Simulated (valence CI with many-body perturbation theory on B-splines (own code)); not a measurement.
**Ru³⁷⁺: key properties**

Level of theory: relativistic CI+MBPT: five valence electrons over a frozen Dirac-Fock core [He], a basis of 11 s, 11 p, 10 d, 8 f, 5 g, 2 h functions for each j, with the one-electron correlation potential Σ1 (screened to all orders), the two-electron term Σ2, the three-electron term Σ3, Breit, model QED; selected single and double excitations, second order for the rest, scaled by the run's own slope (own B-spline code, finite nucleus).

No measured spectrum was set against this ion. As an estimate, large intervals hold to a few tenths of a per cent, small ones and those within an open d or f shell to about a per cent. Among the levels kept, up to 11000 cm⁻¹ of a level comes from second order outside the variational space, and about a tenth of that is noise between levels of different J, which matters for small intervals.

Levels are named by their leading jj configuration (3d3/2^4 stands for four electrons in 3d with j = 3/2), which in mixed levels can hold well under half, so a name can repeat and another be missing.

Rates and lifetimes use the calculated energies. Strong lines usually hold to 10 to 20 %, long lifetimes can be off by a factor of two.

Q: What is the ground level?

A: (2s^2 2p1/2^2 2p3/2) J=3/2, composition 43 % 2s2 2p3 2P° + 34 % 2s2 2p3 4S° + 24 % 2s2 2p3 2D°, g = 1.419.

Q: Name the longest-lived excited levels whose lifetime is computed, and their main decay.

A: (2s^2 2p1/2 2p3/2^2) J=5/2 at 139.8 eV lives 274 ns, mostly by M1 to (2s^2 2p1/2^2 2p3/2) J=3/2; (2s^2 2p1/2 2p3/2^2) J=1/2 at 162.4 eV lives 58.1 ns, mostly by M1 to (2s^2 2p1/2^2 2p3/2) J=3/2; (2s^2 2p1/2 2p3/2^2) J=3/2 at 123.2 eV lives 49.1 ns, mostly by M1 to (2s^2 2p1/2^2 2p3/2) J=3/2.

Q: Among levels below 3647.3 eV, which E1 lines absorb most strongly from the ground level?

A: to (2s^2 2p1/2^2 3d5/2) J=5/2 at 0.3993 nm, f = 0.424; to (2s^2 2p1/2 2p3/2 3d3/2) J=3/2 at 0.3827 nm, f = 0.352; to (2s^2 2p1/2 2p3/2 3d5/2) J=5/2 at 0.3839 nm, f = 0.345.

Q: How well does LS coupling describe the low levels?

A: Among the lowest 20 levels the leading LS term, summed over configurations, holds 65 % on average. For single configurations the figures are 64 % in LS and 97 % in jj coupling. Terms mix most in the J = 3/2 level at 3035.2 eV, where the leading one holds 27 %.

Q: Where does the other parity begin?

A: At (2s 2p1/2^2 2p3/2^2) J=5/2, 287.9 eV.

Q: What is the ionisation energy?

A: 5323.6 eV; NIST lists 5330 ± 40 eV (semi-empirical).
